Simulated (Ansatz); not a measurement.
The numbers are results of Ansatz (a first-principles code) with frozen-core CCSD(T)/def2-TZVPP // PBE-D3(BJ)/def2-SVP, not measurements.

Ansatz 0.2 input:
```yaml
crystal:
  periodic: [false, false, false]
  atoms:
    - { symbol: Zn, position_ang: [-0.000002, -0.000006, 0.000009] }
    - { symbol: C, position_ang: [0.656183, -1.577302, -0.934183] }
    - { symbol: H, position_ang: [1.013964, -2.350932, -0.222668] }
    - { symbol: H, position_ang: [1.503094, -1.327376, -1.607269] }
    - { symbol: H, position_ang: [-0.138135, -2.040021, -1.556852] }
    - { symbol: C, position_ang: [-0.656184, 1.5773, 0.934186] }
    - { symbol: H, position_ang: [0.174949, 2.15052, 1.396141] }
    - { symbol: H, position_ang: [-1.362851, 1.303746, 1.745701] }
    - { symbol: H, position_ang: [-1.19102, 2.264069, 0.244937] }
basis:
  gaussian: { orbitals: def2-TZVPP }
correlation:
  method: ccsd_t
```

Output:

```
Functional definition: HF
1283 factors; integrals over basis functions are off by at most 7.0e-4 eV
mean field evaluation 1: about -50529.4938 eV, gradient 3.5e1 eV
mean field evaluation 2: about -50529.7167 eV, gradient 3.5e1 eV
mean field evaluation 4: about -50532.5635 eV, gradient 6.9e0 eV
mean field evaluation 8: about -50532.6162 eV, gradient 3.2e-1 eV
mean field evaluation 16: about -50529.4946 eV, gradient 3.5e1 eV
mean field -50532.61654161 eV, -1857.0394056666 hartree, gradient 2.6e-6 eV, S^2 0.000000; 0 other end points of the search recorded, 0 dependent functions left out
7 core orbitals not correlated
reference -50532.61654161 eV, -1857.0394056666 hartree; 17, 17 occupied and 186, 186 virtual orbitals, 1283 factors
second order -33.13614750 eV of doubles, -0.00000000 eV of singles
cycle   1  -30.17773648 eV  change     3.0e0 eV  update   1.5e-1
cycle   2  -31.38120375 eV  change    -1.2e0 eV  update   7.9e-2
cycle   3  -31.65399644 eV  change   -2.7e-1 eV  update   2.3e-2
cycle   4  -31.60290022 eV  change    5.1e-2 eV  update   8.4e-3
cycle   5  -31.58919513 eV  change    1.4e-2 eV  update   3.3e-3
cycle   6  -31.59314529 eV  change   -4.0e-3 eV  update   1.2e-3
cycle   7  -31.59318987 eV  change   -4.5e-5 eV  update   4.9e-4
cycle   8  -31.59229052 eV  change    9.0e-4 eV  update   1.5e-4
cycle   9  -31.59238410 eV  change   -9.4e-5 eV  update   4.7e-5
cycle  10  -31.59247937 eV  change   -9.5e-5 eV  update   1.5e-5
cycle  11  -31.59244902 eV  change    3.0e-5 eV  update   7.6e-6
perturbative correction -0.91359298 eV, -0.0335739228 hartree
Total energy: -50565.12258362 eV, -1858.2339806768 hartree
```

Cost: very roughly 80 core-seconds.
